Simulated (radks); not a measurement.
Spherical jellium clusters: N electrons in a uniform positive sphere of charge N and radius rs N^(1/3), rs = 5.17 bohr. Method: non-relativistic Kohn-Sham, LDA (Slater exchange, Perdew-Wang correlation), spin-polarised, spherical densities; computed with a radial shooting solver with Libxc functionals. Levels are named by radial order and angular momentum (1s, 1p, 1d, 2s, ...), and open shells are averaged over m.

N = 10, configuration 1s2 1p6 1d(up 2, down 0). This is the lowest configuration that the search found. Occupied and some empty levels:

level    occupation  eigenvalue (eV)  <r> (bohr)
1s up             1          -3.6094       7.337
1s down           1          -3.4676       7.165
1p up             3          -2.9556       8.565
1p down           3          -2.7812       8.528
1d up             2          -2.1068       9.591
1d down           0          -1.9252       9.644
2s up             0          -1.6281       8.546
2s down           0          -1.5432       8.669
1f up             0          -1.1370       10.68
1f down           0         -0.96733       10.84
2p up             0         -0.74873       11.42
2p down           0         -0.66645       11.68

Energy (eV): total -17.3676, kinetic 11.242, external -290.30, Hartree 144.14, exchange-correlation -29.026, background 146.58.
